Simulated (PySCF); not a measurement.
B3LYP has the VWN-RPA correlation part, as in Gaussian. Excitations are Tamm–Dancoff values on a coarser integration grid. The basis has no diffuse functions, so Rydberg states are missing or too high.

Cartesian coordinates (Å):
SMILES: BBBN
```xyz
10

B      1.9268    -0.1013    -0.4031
B      0.6245    -0.6382     0.3916
B     -0.9506    -0.3166    -0.0703
N     -1.7091     0.8014     0.2716
H      2.4024    -0.6617    -1.3468
H      2.4550     0.9266    -0.0844
H      0.7681    -1.3538     1.3470
H     -1.4794    -1.1371    -0.7721
H     -2.6632     0.9249    -0.0253
H     -1.3743     1.5559     0.8477
```
Charge 0, spin multiplicity 1.

### Question
Predict the HOMO, S1 excitation (TDA), dipole moment, HOMO–LUMO gap and T1 excitation (TDA) from B3LYP-D3(BJ)/def2-TZVP (PySCF).

### Answer

* **HOMO**: -7.45 eV
* **S1 excitation (TDA)**: 4.57 eV
* **dipole moment**: 2.06 D
* **HOMO–LUMO gap**: 5.87 eV
* **T1 excitation (TDA)**: 3.86 eV
